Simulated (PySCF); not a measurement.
Ga(Me)(OH)(NH2) (CH6GaNO), SMILES [CH3][Ga]([NH2])[OH].

Geometry: B3LYP-D3(BJ)/def2-SVP. Other conformers were not sampled.

Calculation: ωB97X/def2-TZVP (PySCF).

Symmetry labels are those of the subgroup Cs that the program uses (full group Cs).

Computed valence orbital energies around the gap with their symmetry:
```csv
orbital,symmetry,energy (eV)
HOMO−7,A',-15.59
HOMO−6,A',-14.03
HOMO−5,A",-13.87
HOMO−4,A',-13.75
HOMO−3,A',-12.12
HOMO−2,A",-11.12
HOMO−1,A',-10.61
HOMO,A",-9.55
LUMO,A',2.08
LUMO+1,A",2.29
LUMO+2,A',3.39
LUMO+3,A',3.78
```
